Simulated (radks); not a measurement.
Species: Bi81+. Configuration: [He]. Calculated with a radial shooting solver on a logarithmic mesh with Libxc functionals: scalar-relativistic Kohn-Sham, PBEsol, spin-polarised, spherical densities, finite nucleus; Fermi nuclear charge, rms radius 5.5211 fm.

Normalised radial functions P(r) = r R(r), r in bohr:

```
   r/bohr * 1s (the largest magnitude, 7.03, reaches the edge; | marks zero)
0.0006522 |             *
0.0007593 |              *
0.0008769 |                *
 0.001021 |                  *
 0.001179 |                    *
 0.001373 |                      *
 0.001585 |                        *
 0.001845 |                           *
 0.002131 |                              *
 0.002481 |                                 *
 0.002865 |                                    *
 0.003309 |                                       *
 0.003852 |                                          *
 0.004449 |                                             *
 0.005179 |                                               *
 0.005981 |                                                  *
 0.006963 |                                                    *
 0.008042 |                                                     *
 0.009362 |                                                      *
  0.01081 |                                                      *
  0.01259 |                                                    *
  0.01454 |                                                  *
  0.01692 |                                              *
  0.01954 |                                          *
  0.02275 |                                    *
  0.02628 |                              *
  0.03059 |                        *
  0.03533 |                  *
  0.04113 |            *
   0.0475 |        *
  0.05529 |    *
  0.06386 |  *
```

1s: eigenvalue -102023 eV, 0 radial nodes, <r> = 0.0157 bohr, 90 % of the charge inside 0.0288 bohr.
